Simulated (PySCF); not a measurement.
**B (boron, neutral) across methods**

[He] 2s2 2p1, 2P determinant. Computed with PySCF 2.14 in dyall-av3z, with the non-relativistic Hamiltonian (point nucleus).

```
 method  E (hartree)  mean ε 2s α (eV)  mean ε 2s β (eV)  mean ε 2p α (eV)  Σ⟨r²⟩ (bohr²)   ⟨S²⟩
   PBE0     -24.6197           -11.110            -9.826            -5.373          15.81  0.754
    M06     -24.6450           -10.839            -9.738            -5.146          15.71  0.752
wB97M-V     -24.6512           -13.404           -12.207            -7.188          16.21  0.751
    LDA     -24.3560            -9.682            -8.669            -4.112          16.16  0.752
    PBE     -24.6121            -9.660            -8.695            -4.169          16.01  0.753
  HSE06     -24.6231           -10.675            -9.406            -4.983          15.80  0.754
  B3LYP     -24.6655           -10.765            -9.607            -5.164          15.83  0.754
 r2SCAN     -24.6382            -9.950            -8.774            -4.581          15.76  0.758
    UHF    -24.53308           -14.836           -12.141            -8.674          15.78  0.761
```
